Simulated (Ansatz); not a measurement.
Born–Oppenheimer molecular dynamics of C3H12Si (16 atoms, charge 0, multiplicity 1). It starts at the highest image of a converged band. Of that band: Neighbouring images differ by up to 2.9 eV, so the band resolves the path poorly. A vibrational analysis at the climbing image gives one clearly imaginary mode, 1549i cm⁻¹: a first-order saddle point.

Computed with UKS PBE0/def2-mTZVP in Ansatz 0.2.0.

| Quantity | Value |
| --- | --- |
| ensemble | NVE (velocity Verlet) |
| time step | 0.5 fs |
| steps asked | 200 |
| starting velocities drawn for | 100 K |
| seed | 10791 |

First frame:

```xyz
16
Properties=species:S:1:pos:R:3
Si 0.014 0.003 -0.311
C -1.074 1.013 1.304
C -0.580 -1.701 -0.818
C 1.740 0.611 -0.720
H -0.851 0.907 -1.178
H -0.112 0.056 1.350
H 0.683 -0.728 1.143
H -0.821 2.037 1.033
H -2.082 0.767 0.973
H -1.044 0.932 2.399
H 0.184 -2.465 -0.659
H -1.460 -1.990 -0.237
H -0.875 -1.695 -1.871
H 2.009 1.458 -0.082
H 1.777 0.960 -1.756
H 2.492 -0.165 -0.569
```

(1) How far do the bonds stretch over the last three quarters of this one trajectory? (Pairs bonded in most of those frames.)

Results:

(1) 
```tsv
bond	mean (Å)	spread (Å)	shortest	longest
Si1–C2	1.884	0.113	1.73	2.07
Si1–C3	1.895	0.028	1.86	1.95
Si1–C4	1.901	0.035	1.86	1.97
Si1–H5	1.494	0.010	1.48	1.52
C2–H8	1.093	0.003	1.08	1.10
C2–H9	1.093	0.016	1.06	1.12
C2–H10	1.097	0.007	1.09	1.12
C3–H11	1.096	0.010	1.08	1.11
C3–H12	1.095	0.012	1.08	1.11
C3–H13	1.094	0.008	1.08	1.11
C4–H14	1.095	0.014	1.07	1.12
C4–H15	1.096	0.015	1.07	1.12
C4–H16	1.096	0.013	1.07	1.12
H6–H7	0.758	0.066	0.66	0.85
```

Mean temperature of the second half: 1406 K. The conserved energy stayed within 0.3 meV per atom of its start (net change 0.09 meV per atom), so the integration is sound. The kinetic energy rose, since the run started high on the potential surface and went downhill. It ends in pieces (C3H10Si + H2), so much of that is their flight and rotation, not heat. A run of 0.1 ps of so small a system gives no equilibrium averages. The orbitals were unrestricted but ended closed-shell.

The run took 14 min on 4 threads of Arm Neoverse N1, with other jobs on the host, peak memory 0.35 GiB.
